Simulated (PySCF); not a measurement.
CH₈FNSi₂, SMILES [SiH2](C)[Si@@H](N)F. Geometry optimised at PBE-D3(BJ)/def2-SVP. The structure was generated by enumeration; whether it is a known compound was not checked. Other conformers were not sampled.

Computed equilibrium geometry at PBE-D3(BJ)/def2-SVP (PySCF confirms it by a frequency run) as bond lengths and angles (one conformer of several):
Atoms: C1 Si2 Si3 N4 F5 H6 H7 H8 H9 H10 H11 H12 H13. Bond lengths (Å): C1–Si2 1.897, C1–H6 1.108, C1–H7 1.108, C1–H8 1.109, Si2–Si3 2.346, Si2–H9 1.507, Si2–H10 1.511, Si3–N4 1.732, Si3–F5 1.656, Si3–H11 1.503, N4–H12 1.023, N4–H13 1.023. Angles (°): Si2–C1–H6 111.3, Si2–C1–H7 109.9, Si2–C1–H8 110.7, H6–C1–H7 108.7, H6–C1–H8 108.3, H7–C1–H8 107.9, C1–Si2–Si3 109.7, C1–Si2–H9 110.9, C1–Si2–H10 109.9, Si3–Si2–H9 111.1, Si3–Si2–H10 107.6, H9–Si2–H10 107.5, Si2–Si3–N4 106.7, Si2–Si3–F5 108.7, Si2–Si3–H11 115.4, N4–Si3–F5 114.2, N4–Si3–H11 106.3, F5–Si3–H11 105.8, Si3–N4–H12 120.7, Si3–N4–H13 119.8, H12–N4–H13 110.7.
